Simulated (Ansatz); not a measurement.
C2H9NOSi can be A, `NCCO[SiH3]`, or B, `CO[SiH](C)N`.

Computed with Ansatz on PBE0-D4/def2-TZVP structures; ΔE is electronic, products minus reactants. CCSD(T)/CBS adds triple-zeta CCSD(T) − MP2 to the extrapolated MP2 energy (def2 sets, frozen cores). Functionals use def2-TZVPP. Each species was taken in one conformer, which may not be the lowest.

Which isomer does CCSD(T)/CBS put lower? Give the gap. (An estimate is asked.)

Ansatz gave: B, by 172.3 kJ/mol.

Give E(B) − E(A) in kJ/mol with MP2/def2-TZVPP, LDA (SPW92), B2PLYP, PBE0-D4, CCSD(T)/def2-SVP, HF/def2-TZVPP, CCSD/def2-TZVPP. (Estimate.)

Ansatz gave: MP2/def2-TZVPP -175.0, LDA (SPW92) -163.9, B2PLYP -171.7, PBE0-D4 -169.6, CCSD(T)/def2-SVP -134.7, HF/def2-TZVPP -164.4, CCSD/def2-TZVPP -168.0. None reverses the order clearly.

Does the order hold for the free energy at 298.15 K (harmonic terms from PBE0-D4)? (An estimate is asked.)

The calculation gave: Yes: G(B) − G(A) = -172.6 kJ/mol, for one conformer each. Modes under 60 cm⁻¹, often nearly free rotors, make the harmonic entropy too high.

Largest T1 diagnostic: 0.010.

From BLYP to BHLYP (50 % exact exchange), in def2-TZVPP and without D4, E(B) − E(A) moves by −3.6 kJ/mol. Leaving LDA and LC-ωPBE aside and taking each functional with its dispersion term where it has one, the values, not all of them listed here, spread over 13.2 kJ/mol, from B97M-V to revPBE-D4.
